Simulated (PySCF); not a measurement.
NO (SMILES [N]=O), doublet, geometry from GFN2-xTB. Base run: CAMB3LYP/6-31G** (PySCF).

Here is a job for PySCF.
```python
from pyscf import gto, scf, dft

mol = gto.M(
    atom='''
N    -0.00000000   -0.00000000   -0.61625478
O     0.00000000    0.00000000    0.53922293
''',
    basis='6-31g**',
    spin=1,
    verbose=4,
)

mf = dft.UKS(mol)
mf.xc = 'camb3lyp'
mf.kernel()
```

Each row names what was changed in the base input (with any setting that the change needs).

| change | ΔE vs base (µEh) | SCF cycles | <S^2> | outcome |
|---|---|---|---|---|
| base | 0.0 | 11 | 0.753 | converged |
| init_guess = 1e | 0.0 | 13 | 0.753 | converged |
| conv_tol_grad = 1e-3 | 0.0 | 11 | 0.753 | converged |
| DIIS = EDIIS | - | 50 | - | not converged |
| conv_tol = 1e-6 | 0.0 | 8 | 0.753 | converged |
| init_guess = sap | 0.0 | 11 | 0.753 | converged |
| diis_space = 20 | 0.0 | 11 | 0.753 | converged |
| diis_space = 4 | 0.0 | 13 | 0.753 | converged |
| damp = 0.5; diis_start_cycle = 5 | 0.0 | 13 | 0.753 | converged |
| init_guess = vsap | 0.0 | 11 | 0.753 | converged |
| level_shift = 0.5 (with mf.max_cycle = 100) | 0.0 | 15 | 0.753 | converged |
| diis = off (with mf.max_cycle = 100) | - | 100 | - | not converged |
| diis = off; damp = 0.6 (with mf.diis_start_cycle = 200; with mf.max_cycle = 150) | 0.0 | 39 | 0.753 | converged |

Open shells are given as the SCF converged; they aren't shown to be the lowest states, and a large step between rows can be another state.
